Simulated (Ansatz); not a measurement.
Consider the formal hydrolysis of a Ge–Si bond: `[SiH3][SiH2][SiH2][GeH2][SiH2][SiH3]` + H₂O → `[OH][GeH2][SiH2][SiH3]` + `[SiH3][SiH2][SiH3]`.

Computed with Ansatz on PBE0-D4/def2-TZVP structures; ΔE is electronic, products minus reactants. CBS: MP2 limit from def2 TZ/QZ plus the TZ coupled-cluster correction, frozen cores. This one scheme is used for every species. For Ge outer-core shells are correlated without core-valence functions, which leaves a few kJ/mol of doubt a bond. Scalar relativity is left out up to krypton. One conformer a species, not always the lowest.

| species | MP2/CBS(def2) energy (Eh) |
| --- | --- |
| `[SiH3][SiH2][SiH2][GeH2][SiH2][SiH3]` | -3529.76905 |
| H₂O | -76.36589 |
| `[OH][GeH2][SiH2][SiH3]` | -2734.18289 |
| `[SiH3][SiH2][SiH3]` | -871.94148 |

Problem. Work out ΔE.

Solution. ΔE = (-2734.18289) + (-871.94148) − (-3529.76905) − (-76.36589) = 0.01057 Eh = +6.6 kcal/mol. CCSD(T)/CBS gives +6.1 kcal/mol.

Largest T1 diagnostic among the species: 0.013.

Leaving LDA and LC-ωPBE aside and taking each functional with its dispersion term where it has one, the values, not all of them listed here, spread over 7.0 kcal/mol, from B2PLYP to PBE0-D4. LDA lies +3.9 kcal/mol from PBE without D4. In def2-TZVPP, CCSD(T) changes the Hartree–Fock value by +9.8 kcal/mol (the triples alone add +1.2 kcal/mol) and MP2 by +10.4 kcal/mol.
